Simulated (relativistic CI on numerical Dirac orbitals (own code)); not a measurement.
# Sc³⁺ in a cubic cluster: 2p photoemission with charge transfer

Computed with a charge-transfer multiplet model of a cubic metal-ligand cluster with up to 2 ligand holes, Slater and spin-orbit integrals from Dirac-Coulomb-Breit ions, Slater integrals scaled by 0.8. The ground state mixes d0 with configurations of k ligand holes L, whose averages lie at kΔ + k(k − 1)U_dd/2; a core hole lowers each added d electron by U_cd. 20 K, Lorentzian 0.6 eV and Gaussian 0.8 eV FWHM.

Atomic integrals in eV (Slater integrals scaled, ζ unscaled), ground: F2dd 4.710, F4dd 2.885, zeta_d 0.005; with the core hole: F2dd 4.710, F4dd 2.885, zeta_d 0.020, zeta_core 3.003, F2cd 4.113, G1cd 2.955, G3cd 1.675. Where a configuration has fewer than two d electrons, the dd integrals are those of d2.

Cluster parameters (eV): U_dd = 5.1, U_cd = 6, 10Dq = 0.25, 10Dq(ligand) = 0.6, V(eg) = 1.6, V(t2g) = -0.75, final-state hopping factor = 0.9.

| Case | n_d | d0 | d1L | d2L2 | S |
| --- | --- | --- | --- | --- | --- |
| Δ = 2.8 eV | 0.51 | 0.54 | 0.41 | 0.05 | 0.00 |
| Δ = 4.8 eV | 0.34 | 0.69 | 0.29 | 0.02 | 0.00 |
| Δ = 6.8 eV | 0.22 | 0.79 | 0.20 | 0.01 | 0.00 |

Weights, n_d and S are thermal averages at 20 K. Binding energies count from the first peak over 30 % of the highest in each spectrum, which can be another peak from case to case. The parameters are a model scan and need not match a compound or its usual spin state. Peaks in eV (height, largest 100):
- Δ = 2.8 eV: 0.0 (100), 2.5 (10), 4.9 (47), 7.1 (27), 11.8 (15)
- Δ = 4.8 eV: 0.0 (100), 4.8 (47), 6.4 (35), 11.2 (15)
- Δ = 6.8 eV: 0.0 (100), 4.7 (48), 10.6 (10)

A d0 ion has no d-d gap: its lowest excitations are ligand-to-metal charge transfer. With the core hole the configuration with one ligand hole lies at Δ − U_cd = -3.2, -1.2, 0.8 eV from the one without, in the order of the table; where this is negative the screened configuration lies lower, though the effective hopping of about 3.2 eV (from the holes of the mixed ground state) mixes the two strongly wherever it is as large as the gap.
